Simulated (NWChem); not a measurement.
Species: CH₅B; SMILES BC

Computed with NWChem. Pople sets run with spherical d functions. Medium grid unless said otherwise, to which SCAN and Minnesota functionals are sensitive. Geometry: optimised at B3LYP/6-31G* (spherical d). B3LYP is NWChem's, with the RPA form of VWN correlation. Total energies of different functionals are on different scales.

```csv
level,energy (Ha),highest occupied level (eV),orbital gap (eV),dipole (D)
B3LYP/6-31G*,-65.9455,-8.65,7.60,0.70
PBE/6-31G*,-65.8181,-7.38,5.47,0.80
BHandHLYP/6-31G*,-65.8957,-10.29,10.60,0.61
LRC-wPBEh/6-31G*,-65.8587,[?],[?],0.70
SCAN/6-31G*,-65.8923,-7.79,6.21,0.74
LC-BLYP (range parameter 0.33 per bohr)/6-31G*,-65.6838,-11.16,12.45,0.71
TPSS/6-31G*,-65.9545,-7.72,6.02,0.73
"LDA (Slater exchange, VWN5)/6-31G*",-65.2205,-7.33,5.15,0.87
BP86/6-31G*,-65.9265,-7.51,5.53,0.80
r2SCAN/6-31G*,-65.8811,-7.77,6.27,0.75
```

Problem. What belongs in the gaps?

Solution. 
- LRC-wPBEh/6-31G*, highest occupied level (eV): -10.78
- LRC-wPBEh/6-31G*, orbital gap (eV): 11.68
